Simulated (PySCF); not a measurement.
## Löwdin shares of the frontier orbitals

Compound: C5H6F2O.
Z-matrix (Å and degrees, GFN2-xTB geometry), rows numbered from 1:
```
F 
C   1  1.3367
C   2  1.3282  1  121.54
C   3  1.4957  2  119.76  1  -176.47
F   4  1.3933  3  110.31  2  -104.18
C   4  1.5271  3  110.23  2    15.79
C   6  1.5255  4  108.76  3   -44.54
O   2  1.3362  1  110.46  3  -178.48
H   3  1.0743  2  120.56  1     3.83
H   4  1.0970  3  111.12  2   139.92
H   6  1.0892  4  109.86  3  -164.65
H   6  1.0906  4  109.02  3    75.59
H   7  1.0973  6  109.35  4   -59.71
H   7  1.0908  6  111.86  4   178.90
```

Method: PySCF 2.14.0, density-fitted response routines, TDDFT CAM-B3LYP/def2-SVPD, vertical, gas phase, core orbitals frozen in the response.

Frontier orbitals with the atoms that hold most of them (Löwdin shares over 4%, at most four atoms; ? is withheld):

```json
{"orbital": "LUMO+2", "ε (eV)": "1.82", "atoms": "H10 14%, O8 12%, C7 11%, H12 10%"}
{"orbital": "LUMO+1", "ε (eV)": "1.38", "atoms": "C2 28%, C3 18%, O8 10%, C4 9%"}
{"orbital": "LUMO", "ε (eV)": "1.18", "atoms": "?"}
{"orbital": "HOMO", "ε (eV)": "-8.59", "atoms": "C3 37%, C2 21%, O8 19%, F1 6%"}
{"orbital": "HOMO-1", "ε (eV)": "-10.91", "atoms": "?"}
{"orbital": "HOMO-2", "ε (eV)": "-11.17", "atoms": "F5 17%, C6 14%, C4 12%, C7 11%"}
{"orbital": "HOMO-3", "ε (eV)": "-11.76", "atoms": "F5 26%, O8 17%, F1 10%, C7 9%"}
```

Task: Which atoms hold the HOMO-1, and with what shares?

Result: F5 (bonded to C) 19%; C6 (bonded to 2 C and 2 H) 17%; C4 (bonded to 2 C, F and H) 17%; C7 (bonded to C, O and 2 H) 12%. By element: carbon 45% or more, fluorine 19% or more.

Task: Which atoms hold the LUMO, and with what shares?

Result: C6 (bonded to 2 C and 2 H) 14%; C7 (bonded to C, O and 2 H) 12%; H12 (bonded to C) 9%; H14 (bonded to C) 9%. By element: carbon 26% or more, hydrogen 17% or more.

Task: The HOMO–LUMO gap is 9.77 eV. Where does the response calculation put the lowest singlet, and from which orbitals?

Result: S1 is at 6.88 eV (f = 0.019), 2.90 eV below the gap, made of HOMO→LUMO (79%), HOMO→LUMO+3 (17%). 

Task: One configuration dominates each of S1 and S2. Which, and how do the shares of the two leading atoms of either orbital change from the occupied to the empty one?

Result: 
- S1 (6.88 eV, f 0.019), HOMO→LUMO (79%): C3 37% → at most 9%, C2 21% → at most 9%, C6 at most 6% → 14%, C7 at most 6% → 12%
- S2 (6.93 eV, f 0.236), HOMO→LUMO+1 (93%): C3 37% → 18%, C2 21% → 28%

Löwdin shares depend on the basis, the more so with diffuse functions.

One conformer stands for the species.
